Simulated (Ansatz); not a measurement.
Program: Ansatz. Geometries: PBE0-D4/def2-TZVP. ΔE: electronic, gas phase. CCSD(T)/CBS adds triple-zeta CCSD(T) − MP2 to the extrapolated MP2 energy (def2 sets, frozen cores). DFT in def2-TZVPP. For Se outer-core shells are correlated without core-valence functions, which leaves a few kJ/mol of doubt a bond. Scalar relativity is left out up to krypton. One conformer a species, not always the lowest.

Reaction (substitution at a C–S bond): `CS[SiH](C)S` + `ClB(Cl)[SeH]` → `C[Se]B(Cl)Cl` + `C[SiH](S)S`

`CS[SiH](C)S`:

Cartesian coordinates in Å:
```
C -2.001 -0.465 0.332
S -1.282 1.196 0.467
Si 0.781 0.751 0.210
C 1.179 -0.045 -1.426
S 1.495 -0.633 1.684
H -3.039 -0.387 0.654
H -1.477 -1.164 0.982
H -1.977 -0.821 -0.698
H 1.436 2.076 0.356
H 0.858 0.603 -2.244
H 0.673 -1.008 -1.528
H 2.255 -0.215 -1.517
H 1.098 0.112 2.729
```

`ClB(Cl)[SeH]`:

Cartesian coordinates in Å:
```
Cl -1.519 0.652 -0.788
B -0.086 0.482 0.191
Cl 0.404 1.784 1.245
Se 1.010 -1.103 0.170
H 0.191 -1.814 -0.818
```

`C[Se]B(Cl)Cl`:

Z-matrix (Å, degrees):
```
C
Se 1 1.948
H 1 1.087 2 109.8
H 1 1.087 2 109.8 3 -121.7
H 1 1.088 2 106.3 3 119.1
B 2 1.916 1 101.1 3 61.0
Cl 6 1.748 2 117.6 1 -180.0
Cl 6 1.748 2 122.9 1 0.0
```

`C[SiH](S)S`:

Cartesian coordinates in Å:
```
C -1.379 -0.345 0.361
Si 0.293 0.450 0.184
S 0.496 0.898 -1.898
S 1.894 -0.765 0.911
H -2.165 0.334 0.018
H -1.436 -1.263 -0.227
H -1.564 -0.594 1.408
H 0.412 1.673 1.017
H 1.753 1.357 -1.786
H 1.698 -1.746 0.013
```

(1) Is it downhill or uphill in electronic energy at CCSD(T)/CBS, and by how much? (Estimate.)

(2) What do these levels give: BHLYP-D4, ωB97X-V, CCSD/def2-TZVPP, CCSD(T)/def2-TZVPP, SCS-MP2/def2-QZVPP, MP2/CBS(def2)? (Estimate.)

Largest T1 diagnostic among the species: 0.011.

Results:

(1) The calculation gave: Downhill: ΔE = -15.1 kJ/mol.

(2) Ansatz gave: BHLYP-D4 -13.0, ωB97X-V -12.9, CCSD/def2-TZVPP -17.3, CCSD(T)/def2-TZVPP -17.5, SCS-MP2/def2-QZVPP -16.7, MP2/CBS(def2) -16.2 kJ/mol.

At CCSD(T), def2-SVP lies +6.1 kJ/mol from the extrapolated value and def2-TZVPP −2.4 kJ/mol. In def2-TZVPP, CCSD(T) changes the Hartree–Fock value by −3.1 kJ/mol (the triples alone add −0.2 kJ/mol) and MP2 by −4.2 kJ/mol.
